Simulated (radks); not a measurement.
Values are calculated unless marked as measured or tabulated.
All-electron atom: Ca II in [Ar] 7f1 (not the ground configuration). Code: a radial shooting solver on a logarithmic mesh with Libxc functionals. Model: scalar-relativistic Kohn-Sham, PBE, spin-polarised, spherical densities, finite nucleus; open shells are filled with parallel spins first; Fermi nuclear charge, rms radius 3.4776 fm.

Normalised radial functions P(r) = r R(r), r in bohr:

```
   r/bohr * 3s down, o 3p down (the largest magnitude, 1.04, reaches the edge; | marks zero, & curves that meet)
 0.006845                             o  *
  0.01133                             o   *
  0.01861                             |o    *
   0.0308                             | o    *
  0.05058                             |  o   *
  0.08372                             |  *   o
   0.1386                       *     |          o
   0.2276               *             |           o
   0.3767                      *      |  o
   0.6186               o             |              *
    1.024    o                        |                          *
    1.682            o                |              *
    2.784                         o   |  *
    4.608                             &
    7.566                             &
    12.53                             &
    20.57                             &
    34.05                             &
    55.91                             &
    92.55                             &
```

3s down: eigenvalue -61.005 eV, 2 radial nodes at r = 0.101, 0.450 bohr, <r> = 1.15 bohr, 90 % of the charge inside 1.72 bohr. 3p down: eigenvalue -41.828 eV, 1 radial node at r = 0.419 bohr, <r> = 1.26 bohr, 90 % of the charge inside 1.94 bohr.
